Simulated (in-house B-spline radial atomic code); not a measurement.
A run on Si IV (Si3+) (an excited or competing configuration) that did not converge. Method: scalar-relativistic (X2C) PW91, spin-polarised, spherical fractional occupations, Fermi nucleus of rms radius 3.1224 fm; computed with an all-electron radial atomic-structure program (B-spline basis).

Command:
```bash
python run_scf.py task.json out
```
Settings (nuclear radius in fm, mass in u):
```
Z                14
configuration    [He] 2s2 2p5 3s1 4f1
hamiltonian      x2c
method           pw91,pw91
spin_polarised   True
nucleus          fermi
rms_radius       3.1224
atomic_mass      27.97693
speed_of_light   137.035999084
```

First and last ten iterations of the last attempt (damped for 15 steps, keeping 80 % of the old Fock matrix, then DIIS):
```
 iter        energy (Eh)    residual
    1        -279.552385    4.45e-01
    2        -282.357659    2.05e-01
    3        -282.589796    1.50e-01
    4        -282.718074    1.09e-01
    5        -282.787794    7.97e-02
    6        -282.825191    5.80e-02
    7        -282.845047    4.21e-02
    8        -282.855508    3.05e-02
    9        -282.860988    2.21e-02
   10        -282.863847    1.60e-02
  111        -282.866938    4.26e-07
  112        -282.866938    4.26e-07
  113        -282.866938    4.18e-07
  114        -282.866938    4.18e-07
  115        -282.866938    4.18e-07
  116        -282.866938    4.18e-07
  117        -282.866938    4.18e-07
  118        -282.866938    4.18e-07
  119        -282.866938    4.18e-07
  120        -282.866938    4.18e-07
 not converged after 120 iterations
```

The smallest residual met was 4.2e-07; the threshold is about 1e-07. Over the last five steps the energy moves by less than 1e-08 hartree, but the orbitals didn't meet the threshold. Cost of the run: 2 s on 1 thread of Intel(R) Xeon(R) Platinum 8375C CPU @ 2.90GHz, on a shared host.
